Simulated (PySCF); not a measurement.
TiF4: core ionisation energies

Compound: TiF₄ (singlet state).
SMILES with atom numbers: `[F:1][Ti:2]([F:3])([F:4])[F:5]`

Structure used (PBE0-D3(BJ)/def2-TZVP), in Å, numbered top down from 1:
```xyz
5
TiF4 angstrom
F     -1.049   -0.872    1.013
Ti     0.081   -0.086   -0.051
F      1.334    0.669    0.889
F     -0.742    1.125   -0.991
F      0.786   -1.264   -1.119
```

Computed, not measured: delta-SCF UKS SCAN, pcX-3 on the ionised atom, pcseg-2 elsewhere, spin-free X2C in PySCF 2.14.0. These are vertical core ionisation energies against the vacuum level, from separate self-consistent calculations with and without the core hole.

Problem. Give the core binding energies atom by atom.

Solution. 
```csv
atom(s),environment,level,binding energy (eV),count
F1/F3/F4/F5,fluorine bonded to Ti,F 1s,692.76,4
```

Problem. Express the binding energy of F 1s of F1/F3/F4/F5 in atomic units and per mole.

Solution. 692.76 eV = 25.4585 Eh = 66841 kJ/mol.

Atoms equivalent by their bonding share one computed value, that of the first of them. No level of titanium is listed. Isolated species at its PBE0-D3(BJ)/def2-TZVP geometry, gas phase.
